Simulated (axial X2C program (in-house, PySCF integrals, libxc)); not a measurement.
LaBr: properties at the nuclei

Computed with an in-house all-electron X2C program for linear molecules (integrals from PySCF): two-component X2C with atomic mean-field Coulomb and Gaunt terms, Gaussian nuclei, basis La dyall-cv3z, Br dyall-cv3z with contracted cores.

R = 2.714 Å (near the PBE0 minimum at charge 0 of the determinant lowest at the starting distance; the state shown can have its own minimum elsewhere).

Determinant lowest in the PBE0 search, Ω = 1 (⟨Sz⟩ = -1.00, ⟨Lz⟩ = 2.00 at PBE0), spin on the atoms La -1.01, Br 0.01:

```json
{"level": "PBE0", "Eeff magnitude (GV/cm)": "4.47", "Ws magnitude La (kHz)": "2.84", "A∥/gI La (MHz)": "-1580", "qzz La (a.u.)": "-0.67", "A∥/gI Br (MHz)": "-15.7", "qzz Br (a.u.)": "0.44", "μ (D)": "-4.95"}
{"level": "HF", "Eeff magnitude (GV/cm)": "7.26", "Ws magnitude La (kHz)": "4.67", "A∥/gI La (MHz)": "-1470", "qzz La (a.u.)": "-1.43", "A∥/gI Br (MHz)": "-13.7", "qzz Br (a.u.)": "0.06", "μ (D)": "-4.85"}
{"level": "PBE", "Eeff magnitude (GV/cm)": "4.23", "Ws magnitude La (kHz)": "2.68", "A∥/gI La (MHz)": "-1530", "qzz La (a.u.)": "-0.44", "A∥/gI Br (MHz)": "-17.7", "qzz Br (a.u.)": "0.46", "μ (D)": "-4.49"}
{"level": "TPSSh", "Eeff magnitude (GV/cm)": "3.48", "Ws magnitude La (kHz)": "2.19", "A∥/gI La (MHz)": "-1460", "qzz La (a.u.)": "-0.65", "A∥/gI Br (MHz)": "-12.3", "qzz Br (a.u.)": "0.38", "μ (D)": "-5.00"}
{"level": "PBE50", "Eeff magnitude (GV/cm)": "4.69", "Ws magnitude La (kHz)": "2.98", "A∥/gI La (MHz)": "-1610", "qzz La (a.u.)": "-0.93", "A∥/gI Br (MHz)": "-13.2", "qzz Br (a.u.)": "0.41", "μ (D)": "-5.31"}
```

Eeff is the effective electric field on the electron electric dipole moment in this Ω state and Ws the scalar–pseudoscalar constant of the nucleus named (defined with the proton number Z and per Ω); A∥ (defined per Ω) follows by multiplying with gI = μI/(I μN); qzz is the electric field gradient, eQq0 = 234.96 MHz × Q/barn × qzz; μ is positive if the Br end (last atom) is positive. The operators were transformed with the bare-nucleus X2C matrices; with these basis sets, hyperfine constants and field gradients can be off by tens of per cent, and where levels differ in sign neither size nor sign is settled.

Problem. With gI(139La) = 0.7952, gI(79Br) = 1.4043 (g factors from the IAEA table of nuclear moments by Stone), turn the PBE0 values of the first state into constants in MHz.

Solution. A∥(139La) = -1580 × 0.7952 = -1260 MHz; A∥(79Br) = -15.7 × 1.4043 = -22 MHz.

Each state is one determinant with collinear spin, which with several unpaired electrons need not be a pure state. Unrestricted Hartree–Fock can overshoot spin polarisation at the nuclei. With several open shells hyperfine constants can be off by a factor of several. Where Eeff spreads by more than a factor of two the levels disagree and none is to be relied on. Open-shell Ω = 0 determinants with evenly filled partner blocks cannot be reached by this program, so the Ω shown need not be the lowest component. The search compared states at one distance, so a state with another bond length can lie lower. Further determinants of the search, some of them spin-mixed, are not shown. Where a field gradient or hyperfine factor spreads by more than a factor of two over the levels, a constant derived from it is not to be relied on.
